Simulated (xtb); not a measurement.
H₂Cl₃NTi, singlet, from a rough starting geometry (GFN-xTB shapes and energies of metal compounds can be far from the true ones).

Input for xtb:
```
$ xtb mol.xyz --gfn 2 --opt vtight --json

# file mol.xyz
7

Ti     0.31799339     0.51499351     0.10007087
Cl     2.32885623     0.32566858    -0.78187835
Cl     0.53927358     1.08565249     2.12402955
Cl    -0.65926265     2.17111936    -0.91279461
N     -0.62964458    -1.02178773    -0.11423184
H     -0.33839156    -1.87342911    -0.69009075
H     -1.48281376    -1.27415435     0.29491009
```

Q: What does this run give for the total energy at the end of the optimisation, dipole moment, HOMO-LUMO gap?

A: 
- total energy at the end of the optimisation = -19.394579 Ha
- dipole moment = 3.71 D
- HOMO-LUMO gap = 2.58 eV
